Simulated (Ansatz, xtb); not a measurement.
**F2H4N2Si: where a starting geometry ends**

The starting geometry of this gas-phase singlet was built from a drawn formula by distance geometry and a force field; its bonds are those of `[NH-][NH2+][SiH](F)F`.

```json
{"atom": "F", "x (Å)": "0.5996", "y (Å)": "1.4275", "z (Å)": "-1.8072"}
{"atom": "F", "x (Å)": "-1.4153", "y (Å)": "2.1153", "z (Å)": "-0.2531"}
{"atom": "N", "x (Å)": "-2.2302", "y (Å)": "0.3432", "z (Å)": "-3.6292"}
{"atom": "N", "x (Å)": "-1.8691", "y (Å)": "0.4313", "z (Å)": "-2.1969"}
{"atom": "Si", "x (Å)": "-0.9631", "y (Å)": "1.8551", "z (Å)": "-1.7695"}
{"atom": "H", "x (Å)": "-2.7448", "y (Å)": "-0.5279", "z (Å)": "-3.8206"}
{"atom": "H", "x (Å)": "-2.7190", "y (Å)": "0.4695", "z (Å)": "-1.6422"}
{"atom": "H", "x (Å)": "-1.2382", "y (Å)": "-0.3182", "z (Å)": "-1.9445"}
{"atom": "H", "x (Å)": "-1.2710", "y (Å)": "3.0480", "z (Å)": "-2.6162"}
```

Q: Where would you expect an optimisation with r2SCAN-D4/def2-SVP to take it?

A: It rearranges to `NN[SiH](F)F`. Contacts that open: N4–Si5 (1.74 → 2.66 Å). Contacts that close: N3–Si5 (2.71 → 1.70 Å).

The energy falls by 3.06 eV over 16 steps:

```
step  E − E(last) (eV)
   1             3.059
   3             2.292
   4             2.006
   6             1.249
   8             0.503
   9             0.283
  11             0.098
  13             0.010
  14             0.004
  16             0.000
```

Final geometry (Å):

```xyz
9

F     0.5524    1.6277   -1.8105
F    -1.5122    2.7486   -0.8342
N    -1.9036    0.7244   -2.6564
N    -2.0328   -0.3317   -1.7372
Si   -0.9586    2.0572   -2.1845
H    -2.3738    0.6531   -3.5591
H    -3.0111   -0.4772   -1.4852
H    -1.6664   -1.2006   -2.1276
H    -0.9449    3.0423   -3.2846
```

From the same start GFN2-xTB reaches the same bonding as this run.

No frequencies were run, so the end isn't proven a minimum. Run with Ansatz 0.2.0, 110 s on 1 thread of AMD EPYC (Zen 3), with other jobs on the host.
